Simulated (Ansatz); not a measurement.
A run of Ansatz (development build ahead of 0.2.0) on singlet CH₃I at this shape:

```xyz
5

C    -0.0488   -0.0037   -1.8055
I     0.0254    0.0780    0.2941
H    -0.0549   -1.0183   -2.1947
H    -0.8565    0.4955   -2.1879
H     0.9011    0.4935   -2.1223
```

Its results:

```yaml
Converged: yes
Reference_energy: -6889.83352 hartree
Correlation_energy: -0.06415 hartree
Total_energy: -6889.89766 hartree
Spin_squared_of_the_determinant: 0.000
```

(1) Which input gives this output? Name the method, the orbitals and the basis set, and write the input.

Answers

(1) RHF-MP2 in STO-3G. An unrestricted run that stays on the closed shell gives the same numbers.

```yaml
crystal:
  periodic: [false, false, false]
  atoms:
    - { symbol: C, position_ang: [-0.04881, -0.00374, -1.80555] }
    - { symbol: I, position_ang: [0.02536, 0.07804, 0.2941] }
    - { symbol: H, position_ang: [-0.05494, -1.0183, -2.19472] }
    - { symbol: H, position_ang: [-0.85649, 0.49547, -2.18794] }
    - { symbol: H, position_ang: [0.90114, 0.49348, -2.12228] }
basis:
  gaussian: { orbitals: STO-3G }
hamiltonian:
  xc: hf
correlation:
  method: mp2
  frozen_orbitals: { C: 1, H: 0, I: 18 }
```
